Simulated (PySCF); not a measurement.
# PBEsol on Ti (titanium, neutral)

Configuration: [Ar] 3d1 4s2 5s1, high-spin 3D determinant (an excited configuration). All numbers are calculated (PySCF 2.14, scalar relativity by spin-free X2C-1e, in aug-cc-pwCVTZ-DK (10s9p7d4f3g, 127 functions)).

| Property | Result |
| --- | --- |
| Total energy | -852.219 hartree |
| One-electron energy | -1161.132 hartree |
| Hartree (Coulomb) energy | 349.642 hartree |
| Exchange-correlation energy | -40.729 hartree |
| ⟨S²⟩ | 2.0011 |
| ⟨L²⟩ | 6.017 |
| Sum of ⟨r⟩ | 26.79 bohr |
| Sum of ⟨r²⟩ | 113.2 bohr² |
| Traceless quadrupole moment −½Σ⟨3z² − r²⟩ along its main axis | -2.02 e·bohr² |
| Langevin diamagnetic susceptibility | -89.7 ×10⁻⁶ cm³/mol |

```
shell  electrons  mean orbital energy (eV)  spread (eV)  rms radius, mean of both spins (bohr)
 1s α          1                   -4869.0            0                                 0.0805
 1s β          1                   -4869.0            0                                 0.0805
 2s α          1                   -546.52            0                                  0.354
 2s β          1                   -546.18            0                                  0.354
 2p α          3                   -454.19        0.395                                  0.322
 2p β          3                   -453.92        0.657                                  0.322
 3s α          1                   -72.181            0                                   1.07
 3s β          1                   -71.240            0                                   1.07
 3p α          3                   -48.258        0.481                                   1.16
 3p β          3                   -47.318        1.448                                   1.16
 3d α          1                   -12.910            0                                   1.53
 4s α          1                    -8.597            0                                   3.25
 4s β          1                    -8.293            0                                   3.25
 5s α          1                    -1.594            0                                   8.86
```

The outer electron is Rydberg-like, and this basis confines it to a smaller radius and binds it less than a complete one would.

Densities and radii are taken from the X2C orbitals without a picture-change correction, which distorts them close to the nucleus.
